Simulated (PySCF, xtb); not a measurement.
CH6F2Si3, SMILES F[Si@@H]1C[Si@H](F)[SiH2]1.

Harmonic wavenumbers (cm⁻¹) from GFN2-xTB (xtb 6.7.1) at its own minimum, in rising order: 47, 122, 148, 169, 204, 321, 349, 375, 424, 429, 459, 551, 604, 611, 662, 677, 693, 719, 774, 791, 811, 956, 1116, 1464, 2167, 2194, 2264, 2273, 2984, 2997.

Problem. What does PBE-D3(BJ)/def2-SVP (PySCF 2.14.0) give at its own minimum? (Estimate from the structure and the level; the computed values follow.)

Solution. 52, 123, 143, 186, 200, 321, 374, 380, 451, 527, 551, 578, 631, 643, 657, 759, 787, 803, 821, 859, 884, 915, 959, 1289, 2133, 2148, 2154, 2176, 2973, 3060. Paired by order, the mean absolute difference is 52 cm⁻¹ and the zero-point energies are 40.5 and 40.8 kcal/mol.
